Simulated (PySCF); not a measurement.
**Molecular orbitals of AlGa**

r²SCAN at R = 2.710 Å; PySCF, no relativity, basis sets Al def2-SVP, Ga def2-SVP. State: ³Π (triplet), unpaired electrons σ ↑, π ↑. Only the outer orbitals are listed, counted within each symmetry.

```tsv
spin	orbital	occ.	ε (eV)	on Al (%)	main shells (%)
α	10σ	1	-10.37	32	65 Ga s, 27 Al s
α	11σ	1	-7.47	64	61 Al s, 28 Ga s
α	12σ	1	-4.16	51	46 Al p, 44 Ga p
α	5π	1	-4.08	50	50 Al p, 49 Ga p
α	5π	0	-3.52	50	50 Al p, 49 Ga p
α	6π	0	-1.97	49	50 Ga p, 49 Al p
α	6π	0	-1.57	50	50 Ga p, 49 Al p
β	10σ	1	-9.35	33	65 Ga s, 28 Al s
β	11σ	1	-6.53	67	66 Al s, 30 Ga s
β	5π	0	-3.17	54	53 Al p, 46 Ga p
β	12σ	0	-2.54	52	46 Al p, 44 Ga p
β	5π	0	-2.50	54	53 Al p, 46 Ga p
```

**Question.** Which are the highest filled and the lowest empty level, where do they sit, and how wide is the gap?

**Answer.** Highest filled α 5π at -4.08 eV (in %: 50 Al p, 49 Ga p); lowest empty α 5π at -3.52 eV (in %: 50 Al p, 49 Ga p); the gap at r²SCAN is 0.56 eV. Both belong to one degenerate shell, split only by its one-sided filling, so this is no excitation gap.

| Property | Result |
| --- | --- |
| bond order (Mayer) | 1.15 |
| ⟨S²⟩ | 2.009 |
| charge on Al (Mulliken, basis-dependent) | 0.02 |
| charge on Al (Löwdin, basis-dependent) | 0.08 |
| dipole moment (positive dipole means Al(−)Ga(+)) | 0.06 D |

Spin–orbit coupling is left out. The state is the lowest determinant that a PBE0 search found; another state may lie lower at other levels.
